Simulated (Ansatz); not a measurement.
Wavefunction ladder for `N[SiH2]B(F)F`

```xyz
9

N    -0.3835    0.7343   -1.4309
Si   -0.3451    0.5194    0.2765
B     0.6546   -1.1201    0.9744
F     0.7386   -1.3834    2.2682
F     1.2578   -1.9834    0.1739
H    -0.9364    0.1089   -1.9953
H     0.4616    0.9904   -1.9161
H     0.2996    1.7157    0.8836
H    -1.7471    0.4182    0.7657
```

Charge 0, multiplicity 1. Geometry: relaxed with PBE0-D4/def2-TZVP. It is one conformer, not always the lowest. Frozen core, restricted reference, Ansatz 0.2.0. CBS rows extrapolate triple and quadruple zeta; past MP2 they add the triple-zeta difference.

| basis | HF (Eh) | MP2 corr. | CCSD corr. | (T) | CCSD(T) total |
| --- | --- | --- | --- | --- | --- |
| def2-SVP | -569.09708 | -0.71362 | -0.75104 | ? | ? |
| def2-TZVPP | -569.55470 | -0.92484 | -0.95499 | -0.03104 | -570.54073 |
| def2-QZVPP | -569.57671 | -1.00463 | – | – | – |
| CBS(def2) | ? | ? | ? | as TZ | ? |

Q: Fill in the withheld values. (Estimate.)

A: Ansatz gave: def2-SVP (T): -0.01578; def2-SVP CCSD(T) total: -569.86390; CBS(def2) HF (Eh): -569.57974; CBS(def2) MP2 corr.: -1.06373; CBS(def2) CCSD corr.: -1.09388; CBS(def2) CCSD(T) total: -570.70466.
